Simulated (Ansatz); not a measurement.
A trace of molecular dynamics of FH5W (7 atoms, charge 0, multiplicity 1).

Method: Ansatz 0.2.0, RKS PBE-D4/def2-SVP.

```
ensemble                      : NVE (velocity Verlet)
starting velocities drawn for : 400 K
masses                        : H 10 u
seed                          : 52758
```

```csv
time (fs),T (K),potential energy less start (eV),conserved less start (meV/atom)
0,400,0.000,0.00
6,343,0.037,0.01
12,222,0.115,0.02
18,124,0.179,0.03
24,69,0.214,0.03
30,51,0.226,0.03
36,90,0.200,0.03
42,194,0.133,0.02
48,306,0.061,0.01
54,343,0.037,0.00
60,287,0.073,0.02
66,211,0.123,0.02
72,157,0.157,0.02
78,109,0.188,0.02
84,81,0.206,0.03
90,116,0.184,0.03
96,210,0.123,0.02
102,297,0.066,0.01
108,314,0.056,0.01
114,273,0.082,0.02
120,222,0.115,0.02
126,160,0.155,0.02
132,92,0.199,0.03
138,63,0.218,0.03
144,112,0.186,0.03
150,212,0.122,0.02
156,290,0.071,0.01
162,300,0.065,0.01
```

Task: Can this run be trusted? Judge the integration.

Result: The conserved energy stayed within 0.034 meV per atom of its start (net change 0.018 meV per atom), so the integration is sound. Over the second half the temperature averaged 0.50 of the 400 K drawn at the start: a run that starts near a minimum puts about half its kinetic energy into the potential. A run of 0.17 ps of so small a system gives no equilibrium averages. The time step was 1 fs.

Time of the run: 5.7 min on 1 thread of Arm Neoverse V2 (shared host), peak memory 0.11 GiB.
